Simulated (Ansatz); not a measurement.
The first iterations of a band of H2 + H4OSn (8 atoms, charge 0, multiplicity 1).

Method: RHF/def2-SVP (Ansatz 0.2.0).

```
movable images  : 9
climbing image  : yes
spring          : 5.0 eV/Å²
optimiser       : quadratic models (default)
start path      : through a guess of the saddle point
force threshold : 0.03 eV/Å
iteration limit : 60
end points      : relaxed
```

Initial state:

```xyz
8
Properties=species:S:1:pos:R:3
Sn -0.404 0.532 -0.357
O 0.042 -0.346 1.356
H -0.649 -0.472 1.987
H 1.096 0.728 -1.132
H -1.163 2.026 -0.017
H -1.452 -0.496 -1.231
H 1.928 -2.837 2.604
H 1.569 -2.262 2.289
```

Final state:

```xyz
8
Properties=species:S:1:pos:R:3
Sn 0.472 0.159 -0.447
O -0.463 -0.955 2.499
H -1.213 -1.531 2.481
H 0.993 0.666 -2.005
H 0.175 1.549 0.493
H -0.948 -0.768 -0.653
H 1.721 -0.793 0.227
H 0.231 -1.454 2.903
```

| iteration | highest image above the first end (eV) | largest band force component (eV/Å) |
| --- | --- | --- |
| 1 | 3.817 | 8.544 |
| 2 | 2.708 | 2.592 |
| 3 | 1.675 | 4.618 |
| 4 | 1.510 | 1.879 |
| 5 | 1.344 | 0.597 |
| 6 | 1.614 | 5.162 |
| 7 | 1.696 | 0.680 |
| 8 | 3.080 | 18.652 |
| 9 | 1.776 | 9.152 |
| 10 | 1.676 | 3.695 |
| 11 | 1.559 | 0.847 |
| 12 | 1.432 | 0.999 |
| 13 | 1.811 | 1.112 |
| 14 | 1.997 | 2.062 |
| 15 | 1.991 | 0.906 |
| 16 | 1.955 | 0.411 |
| 17 | 1.942 | 0.451 |
| 18 | 1.935 | 0.356 |
| 19 | 1.933 | 0.382 |
| 20 | 1.932 | 0.215 |

Q: Does the band converge within its limit, and where does its top end?

A: The run ended unconverged. It ended after 60 iterations with the highest image 1.929 eV above the first end. The band didn't meet its force threshold, so its energies are provisional: the largest band force was still 1.53 eV/Å, and over the last iterations the top stayed at 1.93 eV. The orbitals stay closed-shell, which can raise the energy where a bond breaks towards radicals; this wasn't checked here.

Run time: 12 min on 1 thread of Arm Neoverse V1, with other jobs on the host, peak memory 0.13 GiB.
